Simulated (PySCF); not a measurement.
**TcOCl2, doublet: data card**

Level of theory: UPBE/[Tc def2-SVP with ECP28, O def2-SVP, Cl def2-SVP], scalar-relativistic core potentials, density fitting, no spin–orbit coupling, PySCF.

The structure is a minimum.

| Quantity | Value |
| --- | --- |
| Point group | C2v |
| Bond lengths | Tc–Cl 2.234 Å (×2), Tc–O 1.636 Å |
| Bond angles | Cl–Tc–Cl 116.1°, Cl–Tc–O 121.9° (×2) |
| Principal quadrupole moments (Buckingham, traceless) about the centre of mass | -0.71, 0.17, 0.54 D Å |
| Highest occupied level (β) | -5.67 eV |
| Principal polarisabilities | 42.5, 60.1, 74.8 bohr³ |
| Lowest empty level (β) | -4.96 eV |
| Rotational symmetry number | 2 |
| Entropy at 298.15 K and 1 bar (electronic part: spin only) | 334.8 J/(mol K) |
| Zero-point energy | 13.7 kJ/mol |
| Rotational constants | 0.1369, 0.06707, 0.04502 cm⁻¹ |
| Heat capacity Cp at 298.15 K | 70.7 J/(mol K) |
| Enthalpy at 298.15 K above 0 K | 16.84 kJ/mol |
| Spin squared ⟨S²⟩ | 0.756 |
| Atomisation energy without zero-point energy | 1472 kJ/mol |
| Dipole moment | 0.03 D |

Harmonic modes (masses in u: Tc 98.907, O 15.995, Cl 34.969):
```json
{"symmetry": "a1", "ω (cm⁻¹)": "103", "IR (km/mol)": "0.4", "μ (u)": "38.15", "type": "bend"}
{"symmetry": "b1", "ω (cm⁻¹)": "120", "IR (km/mol)": "1.6", "μ (u)": "27.95", "type": "bend"}
{"symmetry": "b2", "ω (cm⁻¹)": "188", "IR (km/mol)": "1.9", "μ (u)": "19.01", "type": "bend"}
{"symmetry": "a1", "ω (cm⁻¹)": "385", "IR (km/mol)": "16.5", "μ (u)": "37.36", "type": "stretch"}
{"symmetry": "b2", "ω (cm⁻¹)": "433", "IR (km/mol)": "68.4", "μ (u)": "45.52", "type": "stretch"}
{"symmetry": "a1", "ω (cm⁻¹)": "1061", "IR (km/mol)": "137", "μ (u)": "18.11", "type": "stretch"}
```

In C2v the vibrations span 3a1 + b1 + 2b2. Here b1 is antisymmetric to the molecular plane and b2 lies in it.

Charges (e):
```
 atom  Mulliken  Löwdin  polar tensor  spin (Mulliken)  Mayer order to Tc1
  Tc1      0.47   -0.48          1.31             0.93                   –
   O2     -0.23    0.04         -0.56            -0.08                2.22
Cl3,4     -0.12    0.22         -0.38             0.07                1.30
```

Mulliken populations on Tc1 (electrons outside its core potential): s 2.56, p 6.46, d 5.47, f 0.04.

Formally Tc is in oxidation state +4, d3, with 1 unpaired electron (the high-spin count would be 3). The Mulliken spin on Tc is 0.93. The polar-tensor charge on Tc, 1.31, is far below the formal one.

This need not be the most stable arrangement of these atoms. Other spin states or occupations of the open shell can lie lower.

The final relaxation and frequency run took 86 s on 2 threads of a shared Intel Xeon Platinum 8259CL @ 2.50GHz (Skylake/Cascade Lake) host, with 81 basis functions and 12 gradients; the process peaked at 0.89 GiB.
